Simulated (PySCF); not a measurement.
## Core binding energy against partial charge

C₂H₁₅NSi₄.
Numbering: `[CH3:1][N:2]([CH3:3])[SiH2:4][SiH:5]([SiH3:6])[SiH3:7]`

Binding energies: PySCF, delta-SCF UKS SCAN, pcX-2 on the ionised atom, pcseg-1 elsewhere, spin-free X2C. Charges: PBE0/pcSseg-1 ground-state density, for the ionised atom.

```tsv
atom	environment	Si 1s (eV)	Mulliken (e)	IAO (e)	Hirshfeld (e)	ESP (e)
Si5	SiH silicon	1845.31	-0.359	-0.033	+0.074	-0.019
Si6	SiH3 silicon	1845.92	+0.266	+0.296	+0.204	+0.152
Si4	SiH2 silicon	1846.12	+0.565	+0.611	+0.273	+0.321
```

Task: Give the correlation coefficient and slope of binding energy on charge for each scheme.

Result: Mulliken: r = 1.00, slope 0.9 eV per e; Hirshfeld: r = 0.99, slope 4.2 eV per e; IAO: r = 0.96, slope 1.3 eV per e; ESP: r = 0.96, slope 2.4 eV per e. On 3 points no scheme stands out.

Task: The point-charge model writes a binding energy as kq + V + constant, with V the potential of the other atoms' charges at the site. What does it give with the IAO charges?

Result: V = Σ 14.40 eV Å × q/r over all other atoms: +1.51 eV at Si5, -2.76 eV at Si6, -6.11 eV at Si4. Fitting binding energy − V to q gives k = 13.1 eV per e and leaves an rms residual of 0.27 eV, against 0.09 eV for the fit on q alone. The model has no term for differences in relaxation between sites.

One conformer (not necessarily the lowest) at the PBE0-D3(BJ)/def2-SVP geometry, without solvent, vibrations or thermal averaging.

Conformer computed: `[CH3:1][N:2]([CH3:3])[SiH2:4][SiH:5]([SiH3:6])[SiH3:7]`: C1–N2–Si4–Si5 148°, N2–Si4–Si5–Si6 -38°.
